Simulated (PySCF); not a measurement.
HO2Si, SMILES O=[Si]=[OH+], charge +1.

Geometry: B3LYP-D3(BJ)/def2-TZVP. The isomer is the one that the SMILES or the coordinates give; other isomers of the formula were not compared.

Two levels are set side by side: TDA-PBE/def2-SVPD (PySCF) and TDA-ωB97X/def2-SVPD (PySCF). Vertical, same geometry. The lowest singlet is HOMO→LUMO 99 % with PBE and HOMO→LUMO 98 % with the other functional; states are paired by order. Differences are taken from unrounded values.

```tsv
quantity	TDA-ωB97X
lowest singlet excitation (eV)	4.55
lowest triplet excitation (TDA) (eV)	3.88
```

Problem. What does TDA-PBE give, and how far is it from TDA-ωB97X? (The exact figures need the calculation; the answer reports its results.)

Solution. 
```tsv
quantity	TDA-PBE	TDA-PBE minus TDA-ωB97X
lowest singlet excitation (eV)	4.15	-0.40
lowest triplet excitation (TDA) (eV)	3.42	-0.46
```

Functionals without exact exchange tend to place singlet excitations lower, as here. Differences between two approximate levels are no errors against the true value.

Rough cost on one machine, each run with all the roots and properties that it gave: TDA-ωB97X against TDA-PBE about 2 times.
